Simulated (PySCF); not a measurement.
A run for PySCF: R-B3LYP/6-31G* on CH5N (SMILES CN) with ghost functions, monomers drawn apart or pushed together.

```python
from pyscf import gto, scf, dft, mp
from pyscf.data.elements import chemcore

mol = gto.M(
    atom='''
    C    -0.58360130    0.44119041    3.76858566
    N     0.59830103   -0.37719952    3.51310787
    H    -0.72584787    0.55025932    4.84517503
    H    -1.46434247   -0.06785855    3.37422847
    H    -0.55734821    1.45112572    3.33244941
    H     1.43298186    0.07658394    3.86380152
    H     0.72470076   -0.50948408    2.51677753
    ghost-C    0.25606074   -0.65223593    0.03552309
    ghost-C   -0.09763162    0.42388681    0.42229838
    ghost-H    0.56814363   -1.60838417   -0.30810510
    ghost-H   -0.41640434    1.37658497    0.76902826
    ''',
    basis='6-31g*',
    cart=True,
    charge=0, spin=0, verbose=3, max_memory=1800)
mf = dft.RKS(mol, xc='b3lyp')
mf.conv_tol = 1e-8
mf.max_cycle = 100
mf.kernel()
if not mf.converged:
    mf = mf.newton().run(mf.mo_coeff, mf.mo_occ)
```

Program output:

```
converged SCF energy = -95.8536859438502
```

The calculation finished and met its thresholds.

Cost: very roughly 5 core-seconds.
